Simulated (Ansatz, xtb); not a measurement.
**FGeI3: which of two structures lies lower**

Structure I is `[F][Ge]([I])([I])[I]`, a singlet and structure II is a triplet given by its coordinates. Both are isolated molecules in the gas phase, relaxed with PBE0-D4/def2-SVP.

I (Å):

```yaml
atoms:
  - { symbol: F, position_ang: [-0.3615, -0.0450, 1.7702] }
  - { symbol: Ge, position_ang: [-0.0073, -0.0162, 0.0749] }
  - { symbol: I, position_ang: [1.8911, -1.5873, -0.2901] }
  - { symbol: I, position_ang: [-2.0731, -0.7573, -1.1035] }
  - { symbol: I, position_ang: [0.6007, 2.3320, -0.4930] }
```

II (Å):

```yaml
atoms:
  - { symbol: F, position_ang: [-0.6220, -0.0134, 1.7129] }
  - { symbol: Ge, position_ang: [-0.4761, 0.1412, -0.0183] }
  - { symbol: I, position_ang: [1.8936, -1.0313, -0.4570] }
  - { symbol: I, position_ang: [-2.3160, -1.3930, -1.0038] }
  - { symbol: I, position_ang: [1.5705, 2.2227, -0.2752] }
```

Close contacts (Å): F1–Ge2 1.74, Ge2–I3 2.68, Ge2–I4 2.59, Ge2–I5 2.93, I3–I5 3.28.

Problem. Which of the two would you expect CCSD(T)/def2-SVP + ΔMP2/def2-TZVPP electronic energies to favour?

Solution. Structure I; the calculation gives E(II) − E(I) = +2.634 eV.

How the difference moves with the method:

| level | geometry | E(II) − E(I) (eV) | departure from the last row (eV) | job, with rough time for the two |
| --- | --- | --- | --- | --- |
| PBE0-D4/def2-SVP | PBE0-D4/def2-SVP | +2.168 | −0.466 | optimisation, 5.8 min |
| HF/def2-SVP | PBE0-D4/def2-SVP | +2.358 | −0.276 | part of the CCSD(T) run |
| MP2/def2-SVP | PBE0-D4/def2-SVP | +2.703 | +0.069 | part of the CCSD(T) run |
| CCSD(T)/def2-SVP | PBE0-D4/def2-SVP | +2.487 | −0.147 | single point |
| CCSD(T)/def2-SVP + ΔMP2/def2-TZVPP | PBE0-D4/def2-SVP | +2.634 |  | single point, 7.1 min |

None of the levels shown reverses the order. The largest departure from CCSD(T)/def2-SVP + ΔMP2/def2-TZVPP is that of PBE0-D4/def2-SVP, 0.466 eV. Levels run at GFN2-xTB geometries aren't shown. The last row adds to CCSD(T) the change of the MP2 difference between the two basis sets, here +0.147 eV, a large step that makes the value less sure. The triplet state of II needn't be its ground state.

With thermal terms from frequencies at re-optimised GFN2-xTB minima (ideal gas, soft modes damped towards free rotors, one conformer each, 298.15 K, 1 atm): the zero-point term adds −0.029 eV; ΔH is +2.626 and ΔG +2.534 eV.

Open shells are spin-unrestricted. The correlated steps freeze 22 core orbitals; the filled d shell of Ge and I is correlated, in a basis made for valence electrons. Atoms past krypton carry core potentials in the def2 sets and no spin–orbit term is included. ΔG holds the spin degeneracy. Programs: Ansatz 0.2.0, xtb 6.7.1; the last row on 2 threads of Arm Neoverse V1 on a shared host.
